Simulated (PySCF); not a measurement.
# How methods differ on the ionisation energy of Pd²⁴⁺

Pd²⁴⁺ [Ar] 3d4 (5D) → Pd²⁵⁺ [Ar] 3d3 (4F), as a difference of total energies. Computed with PySCF 2.14 in an even-tempered Gaussian basis (17 s from 2.9 bohr⁻², ratio 2.5; 11 p from 3.8 bohr⁻², ratio 2.5; 8 d from 3.8 bohr⁻², ratio 2.5; 4 f from 15 bohr⁻², ratio 2.7; 3 g from 22 bohr⁻², ratio 2.7), with the non-relativistic Hamiltonian (point nucleus). Correlated levels: outer shells: [Ne] frozen; virtual orbitals above 40 to 60 times the deepest correlated orbital energy dropped. The calculations carry no spin-orbit coupling.

| method | ionisation energy (eV) |
| --- | --- |
| UHF | 1220.1 |
| LDA | 1220.7 |
| PBE | 1219.9 |
| PBE0 | 1220.4 |
| r2SCAN | 1219.8 |
| B2PLYP | 1220.4 |
| revPBE | 1219.8 |
| MP2 (outer shells) | 1220.7 |
| SCS-MP2 (outer shells) | 1220.2 |

A first-order spin-orbit estimate (lowest level to lowest level, LS coupling) adds -1.493 eV.

All relativistic terms are absent from these numbers, so their closeness to the reference says little about the methods.

For comparison: 1218 ± 4 eV (theoretical estimate listed by NIST; NIST Atomic Spectra Database, ionization energies).
